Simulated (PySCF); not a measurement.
Energy landscape of H₆Ge₂, singlet: internal rotation, threefold axis kept, other coordinates relaxed. Scanned: torsion (0 = eclipsed). Other coordinates (Ge-Ge length, H-Ge-Ge angle, H-Ge-Ge angle, Ge-H length, Ge-H length) were minimised at B3LYP/def2-TZVP.

Computed with CCSD(T) on RHF/cc-pVDZ, 18 core orbitals frozen (PySCF).

Scanned values (°): 0, 10, 20, 30, 40, 50, 60.

Locate the minima and the barriers on this grid.

Lower than their neighbours: 60° (0.00 kJ/mol, end of the scan). Higher than their neighbours: 0° (2.97 kJ/mol, end of the scan). The whole profile spans 2.97 kJ/mol.
